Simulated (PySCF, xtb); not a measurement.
(E)-2-chlorobut-2-ene (C₄H₇Cl), SMILES C(/C)(=C/C)Cl.

Harmonic wavenumbers (cm⁻¹) from GFN2-xTB (xtb 6.7.1) at its own minimum, in rising order: 78, 87, 222, 256, 331, 417, 422, 677, 828, 935, 1024, 1025, 1053, 1082, 1136, 1308, 1392, 1404, 1454, 1470, 1473, 1485, 1732, 3002, 3008, 3016, 3023, 3058, 3064, 3076.

Problem. What does PBE-D3(BJ)/def2-SVP in PySCF give at its own minimum? (An estimate is asked for; the answer gives what the named calculation found.)

Solution. 136, 176, 226, 259, 339, 431, 436, 672, 813, 894, 979, 1003, 1011, 1049, 1121, 1280, 1344, 1349, 1390, 1400, 1401, 1411, 1692, 2959, 2972, 3022, 3046, 3073, 3085, 3103. Paired by order, the mean absolute difference is 34 cm⁻¹ and the zero-point energies are 60.8 and 60.1 kcal/mol.
